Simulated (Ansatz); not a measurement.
Total energies of CH3Cl2FMoOS, SMILES `C[O][Mo]([F])(=[S])([Cl])[Cl]`.

Z-matrix (Å, degrees):
```
Mo
Cl 1 2.301
O 1 1.831 2 85.8
S 1 2.068 2 106.3 3 -104.0
F 1 1.860 2 145.3 3 79.5
Cl 1 2.283 2 85.8 3 153.2
C 3 1.399 1 135.3 2 63.4
H 7 1.091 3 108.5 1 178.0
H 7 1.096 3 108.8 1 -62.5
H 7 1.094 3 110.5 1 57.7
```

Charge 0, multiplicity 1. Correlated methods include outer-core shells of Mo, which these sets cover unevenly. Mo takes the def2 core potential. Geometry: relaxed with PBE0-D4/def2-TZVP. It is one conformer, not always the lowest. Basis def2-TZVPP, Ansatz.

RPA on PBE orbitals: Hartree–Fock energy of these orbitals -1598.08202 Eh, correlation -2.74711 Eh (frozen core).

| functional | kind | energy without D4 (Eh) | D4 term (kJ/mol) |
| --- | --- | --- | --- |
| PBE | GGA | -1601.40522 | -37.4 |
| revPBE | GGA | -1601.88312 | -94.6 |
| BLYP | GGA | -1602.07898 | -79.3 |
| r2SCAN | meta-GGA | -1601.99305 | -9.1 |
| B97M-V | meta-GGA with VV10 | -1601.74038 | – |
| LC-ωPBE | long-range corrected hybrid | -1601.60166 | – |
| ωB97X-V | range-separated hybrid GGA with VV10 | -1601.78166 | – |
| ωB97M-V | range-separated hybrid meta-GGA with VV10 | -1601.87152 | – |
| B2PLYP | double hybrid | -1601.52348 | – |
| PBE-QIDH | double hybrid | -1601.09631 | – |

Give the same for LDA (SPW92), PBE0, B3LYP, r2SCANh, r2SCAN0, HSE06 (plane-wave form), BHLYP, CAM-B3LYP. (An estimate is asked.)

Ansatz gave: 
```
             functional                                kind  energy without D4 (Eh)  D4 term (kJ/mol)
            LDA (SPW92)                                 LDA             -1596.16922                 –
                   PBE0  global hybrid, 25 % exact exchange             -1601.43348             -32.3
                  B3LYP                 global hybrid, 20 %             -1602.18497             -60.9
                r2SCANh               meta-GGA hybrid, 10 %             -1601.93937              -9.9
                r2SCAN0               meta-GGA hybrid, 25 %             -1601.86176             -11.1
HSE06 (plane-wave form)                     screened hybrid             -1601.40158             -30.6
                  BHLYP                 global hybrid, 50 %             -1601.85247             -52.6
              CAM-B3LYP              range-separated hybrid             -1602.02149             -33.7
```

B3LYP takes the VWN-RPA correlation (the form of Gaussian; ORCA's B3LYP/G). HSE06 is the plane-wave form, built on full-range PBE exchange. The double hybrids freeze the cores in their second-order part.

LC-ωPBE has ω = 0.4 bohr⁻¹.
